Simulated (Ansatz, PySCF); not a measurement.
Molecule: TeCl$_{2}$ (charge 0, singlet). 
Structure (B3LYP-D3(BJ)/def2-TZVP (Ansatz, a program for electronic structure) minimum search):
SMILES: Cl[Te]Cl
```xyz
3

Te     0.0013    -0.0066     0.6001
Cl     1.1468     1.3851    -0.9052
Cl    -1.1508    -1.3649    -0.9305
```

Total electronic energies in hartree. Correlated levels leave the core frozen unless marked. No spin-orbit coupling. The frozen core is the preceding noble-gas configuration, with the filled d and f shells of earlier blocks. Past Kr the def2 sets carry scalar-relativistic core potentials. STO-3G rows are all-electron and non-relativistic. CBS(X,Y): correlation extrapolated as X^-3; Hartree-Fock from the larger set. [CCSD(T)-MP2]/basis is that difference in the basis named.

```
level                                                               program  energy (Eh)
-----------------------------------------------------------  --------------  -----------
HF/STO-3G                                                            Ansatz  -7456.33156
HF/def2-SVP                                                          Ansatz  -1185.71818
HF/def2-SVPD                                                         Ansatz  -1185.73766
HF/def2-QZVPP                                                        Ansatz  -1186.08575
M06-L/def2-TZVPD                                                      PySCF            …
r2SCAN/def2-TZVPD                                                    Ansatz  -1188.53261
B3LYP-D3(BJ)/def2-TZVPD                                      Ansatz + dftd3  -1188.61514
PBE0-D4/def2-TZVPD                                           Ansatz + dftd4  -1188.20099
PBE0/def2-TZVP                                                       Ansatz  -1188.19559
r2SCAN0-D4/def2-TZVPD                                        Ansatz + dftd4  -1188.49433
r2SCAN0/def2-TZVPD                                                   Ansatz  -1188.49332
M06-2X/def2-TZVPD                                                     PySCF  -1188.37516
MN15/def2-TZVPD                                                       PySCF  -1187.66467
HSE06-D4/def2-TZVPD                                          Ansatz + dftd4            …
B2GP-PLYP/def2-TZVPD                                                 Ansatz            …
RI-MP2/def2-QZVPPD                                                   Ansatz  -1186.64637
RI-MP2/CBS(def2-TZVPP,def2-QZVPP)                                    Ansatz   -1186.6865
SCS-MP2/STO-3G                                                       Ansatz  -7456.36449
CCSD/def2-SVPD                                                       Ansatz  -1186.15862
CCSD(T)/def2-QZVPP                                                   Ansatz  -1186.71345
RI-MP2/CBS(def2-TZVPP,def2-QZVPP)+[CCSD(T)-MP2]/def2-SVP             Ansatz   -1186.7302
RI-MP2/CBS(def2-TZVPPD,def2-QZVPPD)+[CCSD(T)-MP2]/def2-SVPD          Ansatz   -1186.7308
CCSD(T)/CBS(def2-TZVPP,def2-QZVPP)                                   Ansatz   -1186.7549
```

Problem. What belongs in the gaps?

Solution. 
- M06-L/def2-TZVPD, energy (Eh): -1188.64877
- HSE06-D4/def2-TZVPD, energy (Eh): -1188.18415
- B2GP-PLYP/def2-TZVPD, energy (Eh): -1187.78182
